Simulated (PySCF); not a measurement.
A calculated (UHF, PySCF 2.14, x2c-QZVPPall, the spin-free X2C one-electron Hamiltonian (Gaussian nucleus)) atom or ion has these occupied shells.

```tsv
shell	electrons	orbital energy (eV)	rms radius, mean of both spins (bohr)
1s	2	-344.35	0.310
2s	2	-46.117	1.49
```

Question: Name the element and its charge.

Answer: C²⁺ (carbon, charge +2), in [He] 2s2, closed-shell 1S.
